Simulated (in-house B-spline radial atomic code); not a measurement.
The numbers below are computed, except where a source is named.
**Making a Troullier-Martins s channel for Mo, r_c = 3.41 bohr**

Mo, [Kr] 4d5 5s1, non-relativistic LDA (VWN5), spherical and spin-unpolarised, from an all-electron radial atomic-structure program (B-spline basis) (atomic units). The all-electron 5s level is ε = -0.147880 hartree, its outermost node lies just inside 1.40 bohr and its outer maximum at 3.02 bohr.

Inside r_c the pseudo-orbital is u(r) = r^1 exp(p(r)), with p = c0 + c2 r² + c4 r⁴ + … + c12 r¹². The seven coefficients follow from p and its first four derivatives at r_c, from zero curvature of the screened potential at the origin, c4 = −c2²/(2l + 5), and from the norm inside r_c. At r_c the all-electron orbital has P = 0.5643313, P' = -0.07302945, the screened potential V = -0.2741428, V' = 0.172415, V'' = -0.1715572, and the norm inside is Q = 0.4798609.

Problem. What are p, p' and p'' at r_c?

Solution. p = ln(P/r_c^1) = ln(0.5643313/3.41) = -1.79883. p' = P'/P − 1/r_c = -0.12941 − 0.29326 = -0.42266. The radial equation gives p'' = 2(V − ε) − 2(1) p'/r_c − p'² = -0.25253 − (-0.24790) − 0.17864 = -0.18327. Differentiating, p''' = 2V' + 2(1)p'/r_c² − 2(1)p''/r_c − 2p'p'' = 0.2247, and p'''' = 2V'' − 4(1)p'/r_c³ + 4(1)p''/r_c² − 2(1)p'''/r_c − 2p''² − 2p'p''' = -0.37254.

For a trial c2 the five matching conditions are linear in c0, c6, c8, c10 and c12, and c2 is varied until the norm inside r_c equals Q. The root nearest zero gives:

| n | c_n |
| --- | --- |
| 0 | -2.284187 |
| 2 | 0.2531648 |
| 4 | -0.01281848 |
| 6 | -0.003921338 |
| 8 | 0.0005608997 |
| 10 | -2.900664e-05 |
| 12 | 5.469393e-07 |

Problem. Check c4 and p(r_c), and find the screened pseudopotential at the origin.

Solution. −c2²/5 = -0.0128185, as listed. The terms c_n r_c^n are -2.28419, 2.94383, -1.73322, -6.16539, 10.25464, -6.16654, 1.35205, which sum to -1.79883. Inverting the radial equation, V_l(r) = ε + 1 p'/r + (p'' + p'²)/2, so V_l(0) = ε + (2l + 3) c2 = -0.14788 + 3 × (0.253165) = 0.6116 hartree, finite where the all-electron potential diverges.

Orbitals and screened potentials:

| r (bohr) | P | u | V all-electron | V pseudo |
| --- | --- | --- | --- | --- |
| 0.341 | 0.1626 | 0.03576 | -43.15 | 0.6102 |
| 0.852 | -0.262 | 0.1034 | -7.353 | 0.5587 |
| 1.364 | -0.01069 | 0.2088 | -2.487 | 0.3172 |
| 1.876 | 0.3283 | 0.3598 | -1.119 | -0.1381 |
| 2.387 | 0.5158 | 0.5079 | -0.6164 | -0.4817 |
| 2.898 | 0.5776 | 0.5766 | -0.3919 | -0.4287 |
| 3.41 | 0.5643 | 0.5643 | -0.2741 | -0.2741 |

Logarithmic derivatives P'/P at R = 3.71 bohr, for energies E around ε:

| E − ε (hartree) | all-electron | pseudo |
| --- | --- | --- |
| -0.5 | 0.830558 | 0.825353 |
| -0.25 | 0.460613 | 0.45719 |
| -0.1 | 0.127507 | 0.126344 |
| 0 | -0.199442 | -0.199442 |
| 0.1 | -0.714923 | -0.7197 |
| 0.25 | -2.84121 | -3.04541 |
| 0.5 | 3.98731 | 3.10527 |

Problem. With P(R) = 0.5369011 and a norm of 0.5711141 inside R, what slope in energy does norm conservation fix?

Solution. d(P'/P)/dE = −2 × (norm inside R)/P(R)² = -3.9625 per hartree·bohr at E = ε, for both atoms, since orbital and norm agree at R. Differences over ±0.1 hartree give -4.2121 (all-electron) and -4.2302 (pseudo), which also hold third-order terms. Half a hartree below ε the two curves differ by -0.0052.
